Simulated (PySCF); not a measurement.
Bond curve of BrCl⁺

Set-up: Br cc-pVDZ-PP with ECP10, Cl cc-pV(D+d)Z; scalar-relativistic core potentials (PySCF 2.14). Energies in eV from Br⁺ + Cl in their ground configurations at the same level. State: ²Π (doublet), unpaired electrons π ↑.

| R (Å) | PBE0 |
| --- | --- |
| 1.773 | -1.523 |
| 1.856 | -2.407 |
| 1.938 | -2.877 |
| 2.000 | -3.036 |
| 2.062 | -3.075 |
| 2.124 | -3.026 |
| 2.206 | -2.864 |
| 2.309 | -2.560 |
| 2.433 | -2.122 |
| 2.598 | -1.515 |

Question: Put a parabola through the three lowest points of the PBE0 curve and estimate Re, k and ωe (reduced mass 24.23 u; 1 eV/Å² = 0.16022 mdyn/Å; ωe = 1302.8·√(k/μ) cm⁻¹).

Answer: Through R = 2.0, 2.062, 2.124 Å the second-order coefficient is 11.4 eV/Å², so Re ≈ 2.058 Å, k ≈ 3.67 mdyn/Å and ωe ≈ 507 cm⁻¹. A polynomial fit of higher order to the unrounded PBE0 energies gives Re = 2.056 Å, k = 3.81 mdyn/Å, ωe = 516 cm⁻¹; anharmonicity and rounding make the difference.

The higher-order fit for each curve: PBE0: Re = 2.056 Å, ωe = 516 cm⁻¹, De = 3.08 eV.

Spin–orbit coupling is left out. For an ion De counts to the pair picked by the measured ionisation energies or electron affinities, which need not be the lowest pair at this level. The state was picked by a PBE0 search and need not be the measured ground state.
